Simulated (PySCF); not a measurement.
## What builds the second ionisation energy along the 3d series

Calculated with PySCF 2.14 from differences of total energies of unrestricted determinants, without spin-orbit coupling. Each column adds one step, in eV (sums use unrounded values): valence MP2, valence CCSD, valence triples, then the next inner shell at CCSD(T) (Sc 3s 3p, Ti 3s 3p, V 3s 3p, Cr 3s 3p, Mn 3s 3p, Fe 3s 3p, Co 3s 3p, Ni 3s 3p, Cu 3s 3p, Zn 3s 3p). References (NIST) marked * lie between the lowest fine-structure levels; the others compare directly ((s) semi-empirical, (t) theoretical).

```json
{"element": "Sc [Ar] 3d1 4s1 → [Ar] 3d1 (def2-TZVPPD, non-relativistic)", "UHF": "12.160", "+ MP2": "0.081", "+ CCSD": "0.034", "+ (T)": "0.000", "+ inner shell": "0.441", "sum": "12.715", "reference": "12.800 *"}
{"element": "Ti [Ar] 3d2 4s1 → [Ar] 3d2 (def2-TZVPPD, non-relativistic)", "UHF": "12.852", "+ MP2": "0.171", "+ CCSD": "0.051", "+ (T)": "0.002", "+ inner shell": "0.392", "sum": "13.469", "reference": "13.575 *"}
{"element": "V [Ar] 3d4 → [Ar] 3d3 (def2-TZVPPD, non-relativistic)", "UHF": "13.283", "+ MP2": "0.742", "+ CCSD": "0.082", "+ (T)": "0.020", "+ inner shell": "0.459", "sum": "14.585", "reference": "14.634 ± 0.007 *"}
{"element": "Cr [Ar] 3d5 → [Ar] 3d4 (def2-TZVPPD, non-relativistic)", "UHF": "15.130", "+ MP2": "0.957", "+ CCSD": "0.023", "+ (T)": "0.030", "+ inner shell": "0.329", "sum": "16.469", "reference": "16.486 *"}
{"element": "Mn [Ar] 3d5 4s1 → [Ar] 3d5 (def2-TZVPPD, non-relativistic)", "UHF": "14.690", "+ MP2": "0.409", "+ CCSD": "0.023", "+ (T)": "0.012", "+ inner shell": "0.263", "sum": "15.398", "reference": "15.640"}
{"element": "Fe [Ar] 3d6 4s1 → [Ar] 3d6 (def2-TZVPPD, non-relativistic)", "UHF": "15.115", "+ MP2": "0.536", "+ CCSD": "0.014", "+ (T)": "0.027", "+ inner shell": "0.209", "sum": "15.900", "reference": "16.199 *"}
{"element": "Co [Ar] 3d8 → [Ar] 3d7 (def2-TZVPPD, non-relativistic)", "UHF": "14.352", "+ MP2": "2.639", "+ CCSD": "-0.480", "+ (T)": "0.138", "+ inner shell": "0.242", "sum": "16.891", "reference": "17.084 *"}
{"element": "Ni [Ar] 3d9 → [Ar] 3d8 (def2-TZVPPD, non-relativistic)", "UHF": "15.184", "+ MP2": "3.163", "+ CCSD": "-0.739", "+ (T)": "0.170", "+ inner shell": "0.245", "sum": "18.023", "reference": "18.169 *"}
{"element": "Cu [Ar] 3d10 → [Ar] 3d9 (def2-TZVPPD, non-relativistic)", "UHF": "17.370", "+ MP2": "3.510", "+ CCSD": "-0.977", "+ (T)": "0.181", "+ inner shell": "0.149", "sum": "20.232", "reference": "20.292 *"}
{"element": "Zn [Ar] 3d10 4s1 → [Ar] 3d10 (def2-TZVPPD, non-relativistic)", "UHF": "16.589", "+ MP2": "0.825", "+ CCSD": "-0.104", "+ (T)": "0.052", "+ inner shell": "0.025", "sum": "17.387", "reference": "17.964"}
```

What remains against the references is mostly basis incompleteness and, for starred values, spin-orbit coupling.

These are valence bases, so the inner-shell step is incomplete.
